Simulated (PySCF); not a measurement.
**tert-butyl acetate: full NMR table**

* Formula: C6H12O2
* SMILES: CC(=O)OC(C)(C)C
* InChI: InChI=1S/C6H12O2/c1-5(7)8-6(2,3)4/h1-4H3
* Point group of the computed structure: C1
* Degrees of unsaturation: 1
* Carbon signals: 4
* Proton signals: 2

Atom-mapped SMILES (the numbers label the heavy atoms): `[CH3:1][C:2](=[O:3])[O:4][C:5]([CH3:6])([CH3:7])[CH3:8]` (H(Xn): hydrogen on atom n).

[PySCF: σ from GIAO-PBE0/pcSseg-1; GFN2-xTB geometry; relativity neglected; rapidly exchanging positions averaged; one conformer; gas phase]

Shifts are taken against calculated references (same method and geometry level): 1H and 13C against TMS; 17O vs H2O.

| carbon | δC, type | δH (multiplicity) | HMBC from (2–3 bonds) | span of the C tensor (ppm) |
| --- | --- | --- | --- | --- |
| C1 | 25.0, CH3 | 2.06 (s) | – | 55 |
| C2 | 176.1, C | – | H(C1) | 157 |
| C5 | 80.6, C | – | H(C6)/H(C7)/H(C8) | 72 |
| C6/C7/C8 | 28.8, CH3 | 1.52 (s) | H(C6)/H(C7)/H(C8) | 48 |

Other nuclei:
```
atoms  nucleus            environment  δ (ppm)  σ (ppm)
   O3      17O  ester carbonyl oxygen    443.1   -107.0
   O4      17O    ester alkoxy oxygen    253.2     82.9
```

Carbon types of the structure: 2 × C, 4 × CH3, which accounts for all hydrogens. δC 176.1: ester carbonyl carbon; it is a carbonyl in resonance with an O or N lone pair, the region of acids, esters and amides. δC 80.6: fully substituted sp3 carbon bonded to O; pulled downfield by the heteroatom. δC 28.8: methyl carbon; aliphatic region, no heteroatom directly attached. δC 25.0: methyl carbon α to a carbonyl; the adjacent C=O deshields it moderately. δH 2.06: hydrogen on a methyl carbon α to a carbonyl; α to C=O.

Shifts are as computed. Against solution values, carbons near 30 ppm lie about +3 ppm off and those near 130 ppm about +5 ppm. Of 246 compounds with measured shifts, 49 miss one by over three times the rms of a fit or turn the order of signals round; such compounds aren't used in these exercises. Unscaled 17O shifts of doubly bonded oxygen tend to come out too high, by tens of ppm or more. Experimental scales use liquid or dissolved standards, which lie at an offset from isolated H2O (liquid H2O: subtract about 36 ppm). Multiplicities follow the n + 1 count of equivalent neighbours, as no J values were calculated; m marks all less simple cases, F and P coupling included.
